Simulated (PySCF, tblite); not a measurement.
Isomers of C4H13FN2Si2, one GFN2-xTB conformer each. Single-point energies are computed at PBE0/pcSseg-1 (PySCF, gas phase, no added dispersion term), electronic only.

Question: Rank them by PBE0/pcSseg-1 energy, lowest first (kcal/mol).
A. `[F:1][CH2:2][CH2:3][C@@:4]1([SiH3:5])[CH2:6][NH:7][SiH2:8][NH:9]1` with F1–C2–C3–C4 71°, C2–C3–C4–Si5 -50°, C3–C4–C6–N7 79°, C4–C6–N7–Si8 32°, C6–N7–Si8–N9 -13°, N7–Si8–N9–C4 -12°
B. `[CH3:1][C@:2]1([CH2:3][SiH2:4][F:5])[CH2:6][NH:7][SiH2:8][NH:9]1` with C1–C2–C3–Si4 173°, C2–C3–Si4–F5 104°, C1–C2–C6–N7 -84°, C2–C6–N7–Si8 -30°, C6–N7–Si8–N9 12°, N7–Si8–N9–C2 11°
C. `[CH3:1][NH:2][Si@H:3]([NH:4][SiH3:5])[C:6]1([F:7])[CH2:8][CH2:9]1` with C1–N2–Si3–N4 -61°, N2–Si3–N4–Si5 -170°, N2–Si3–C6–F7 -179°
D. `[F:1][C@H:2]1[CH2:3][CH2:4][N:5]([SiH2:6][NH:7][SiH3:8])[CH2:9]1` with C4–N5–Si6–N7 -172°, N5–Si6–N7–Si8 -176°, F1–C2–C3–C4 121°, C2–C3–C4–N5 -26°, C3–C4–N5–Si6 -97°, C4–N5–C9–C2 -39°

Answer: B (0.0), D (28.8), C (42.6), A (50.0).

As drawn, the lowest has an Si–F bond, which the highest lacks. GFN2-xTB itself gives, in the same order: 0.0, 20.2, 54.7, 46.6. Both levels put the same isomer lowest; measured from each level's own lowest isomer, the values differ by up to 12.1 kcal/mol (CN[Si@H](N[SiH3])C1(F)CC1: 54.7 against 42.6).

Which frontier levels, dipoles and rotational constants go with these structures?

```
                     SMILES  HOMO (eV, PBE0/pcSseg-1)  LUMO (eV)  dipole (D)       A, B, C (MHz)
 C[C@]1(C[SiH2]F)CN[SiH2]N1                     -6.66       0.44        1.94  1844, 751.4, 685.6
F[C@H]1CCN([SiH2]N[SiH3])C1                     -6.70       0.35        2.22  2388, 581.7, 526.6
  CN[Si@H](N[SiH3])C1(F)CC1                     -7.03       0.52        3.02   1145, 1027, 608.1
FCC[C@@]1([SiH3])CN[SiH2]N1                     -6.51       0.53        1.93  1980, 779.4, 682.0
```

What happens when harmonic zero-point energies from GFN2-xTB frequencies are added?

```csv
SMILES,ZPE (kcal/mol),electronic (kcal/mol),with ZPE (kcal/mol)
C[C@]1(C[SiH2]F)CN[SiH2]N1,105.4,0.0,0.0
F[C@H]1CCN([SiH2]N[SiH3])C1,103.9,28.8,27.3
CN[Si@H](N[SiH3])C1(F)CC1,103.1,42.6,40.4
FCC[C@@]1([SiH3])CN[SiH2]N1,103.8,50.0,48.4
```

The zero-point energies span 2.3 kcal/mol. The order is unchanged.
